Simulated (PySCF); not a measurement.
# Dipole response of Re⁺ (rhenium, charge +1)

[Xe] 4f14 5d5 6s1, high-spin 7S determinant. All numbers are calculated (PySCF 2.14, a scalar-relativistic core potential, in aug-cc-pVTZ-PP with ECP60MDF (6s6p5d3f2g, 88 functions)). Coupled (time-dependent) response in atomic units; α is the mean over directions.

```csv
method,mean α (bohr³),C₆ (like pair),S(−4)
UHF,37.88,324.6,645.0
PBE,30.15,254.4,341.7
PBE0,31.29,263.8,382.4
```

S(−4) is the Cauchy moment in α(ω) = α(0) + S(−4) ω² + …

α(iu) at UHF:

```tsv
u (hartree)	α(iu) (bohr³)
0	37.88
0.0500	36.36
0.100	32.59
0.200	23.98
0.300	17.73
0.500	11.08
0.750	7.331
1.00	5.351
1.50	3.286
2.00	2.234
3.00	1.218
5.00	0.5145
```

For an ion, C₆ is the dispersion term alone; charge-induced terms of lower order in 1/R come first.

Energies and moments cover only the electrons outside the core potential. Spin-orbit coupling, which splits the p, d and f shells strongly at this Z, is absent.
